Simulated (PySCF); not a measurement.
A structure optimised at PBE0-D3(BJ)/def2-SVP, used in a PySCF frequency run:

```
C
C 1 1.3340
O 2 1.3778 1 109.56
C 3 1.3699 2 106.70 1 0.00
F 4 1.3345 3 110.56 2 121.21
F 4 1.3345 5 106.41 3 -120.11
O 4 1.3714 5 110.46 6 -119.92
H 2 1.0848 1 132.91 7 180.00
C 1 1.4736 2 134.46 8 0.00
H 9 1.0974 1 110.17 2 0.00
H 9 1.1013 10 108.75 1 121.54
H 9 1.1013 10 108.75 11 116.92
```
Charge 0, spin multiplicity 1.

Question: Write its SMILES, formula and point group.

Answer: CC1=COC(F)(F)O1, C₄H₄F₂O₂, Cs

Question: What are its rotational constants (standard atomic weights)?

Answer: 4.3102, 1.6460, 1.5117 GHz
